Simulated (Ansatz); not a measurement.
`C[S][GeH]` + HBr → `[GeH][Br]` + CH₃SH at 700 K and 1 bar (ligand exchange at a Ge–S bond).

Gas-phase electronic energies from Ansatz, PBE0-D4/def2-TZVP geometries. CCSD(T)/CBS is the MP2 limit (def2-TZVPP, def2-QZVPP) plus CCSD(T) − MP2 in def2-TZVPP, frozen cores. This one scheme is used for every species. For Br, Ge outer-core shells are correlated without core-valence functions, which leaves a few kJ/mol of doubt a bond. Scalar relativity is left out up to krypton.

| species | CCSD(T)/CBS energy (Eh) | H − E (kJ/mol) | S (J/(mol·K)) |
| --- | --- | --- | --- |
| `C[S][GeH]` | -2514.34332 | 172.9 | 386.9 |
| HBr | -2573.91920 | 36.5 | 223.7 |
| `[GeH][Br]` | -4650.03665 | 48.0 | 316.3 |
| CH₃SH | -438.22835 | 160.2 | 309.0 |

H − E and S are ideal-gas, rigid-rotor, harmonic terms from PBE0-D4/def2-TZVP. 1 Eh = 2625.50 kJ/mol, R = 8.31446 J/(mol·K).

Problem. By hand: ΔE, ΔH, ΔS and ΔG.

Solution. ΔE = (-4650.03665) + (-438.22835) − (-2514.34332) − (-2573.91920) = -0.00248 Eh = -6.5 kJ/mol. Δ(H − E) = 48.0 + 160.2 − 172.9 − 36.5 = -1.2, so ΔH = -7.7 kJ/mol. ΔS = 316.3 + 309.0 − 386.9 − 223.7 = 14.7 J/(mol·K). ΔG = -7.7 − 700 × (14.7)/1000 = -18.0 kJ/mol.

Problem. By hand: the equilibrium constant, and the temperature at which ΔG would vanish if ΔH and ΔS stayed fixed.

Solution. log₁₀ K = −ΔG/(RT ln 10) = 1.3. ΔH and −TΔS have one sign here, so there is no such temperature.

TΔS isn't small against ΔH here. A doubt of 5 kJ/mol in ΔE shifts log₁₀ K by 0.4 here. These are equilibria of isolated gas molecules and say nothing of rates. Largest T1 diagnostic: 0.015 (customary marks: 0.02 for closed shells, 0.045 for open ones).
